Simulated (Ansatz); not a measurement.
Consider the formal exchange of groups at the In–F bond: `C[CH2][In]([F])[F]` + `CC` → `C[CH2][In]([F])[CH2]C` + H–F.

Isolated molecules relaxed with PBE0-D4/def2-TZVP in Ansatz; ΔE leaves out vibrations. CBS: MP2 limit from def2 TZ/QZ plus the TZ coupled-cluster correction, frozen cores. This one scheme is used for every species. DFT in def2-TZVPP. B3LYP here is the variant with VWN-RPA as its local correlation; programs differ in this. Elements past krypton have def2 core potentials. For In outer-core shells are correlated without core-valence functions, which leaves a few kJ/mol of doubt a bond. One conformer a species, not always the lowest.

Problem. Is it downhill or uphill in electronic energy at CCSD(T)/CBS, and by how much? (Estimate.)

Solution. Ansatz gave: Uphill: ΔE = +19.5 kcal/mol.

Problem. What do these levels give: LDA (SPW92), B3LYP-D4, BHLYP-D4, ωB97X-V, r2SCANh, MP2/def2-QZVPP? (An estimate is asked.)

Solution. The calculation gave: LDA (SPW92) 17.8, B3LYP-D4 22.7, BHLYP-D4 23.1, ωB97X-V 23.2, r2SCANh 22.7, MP2/def2-QZVPP 18.2 kcal/mol.

Largest T1 diagnostic among the species: 0.015.

The D4 term adds −2.1 kcal/mol with B3LYP and −1.2 kcal/mol with PBE0; it sums over pairs of atoms, weighted by their polarisabilities, and B3LYP, whose exchange is more repulsive, gets the larger term. From BLYP to BHLYP (50 % exact exchange), in def2-TZVPP and without D4, ΔE moves by −0.9 kcal/mol.
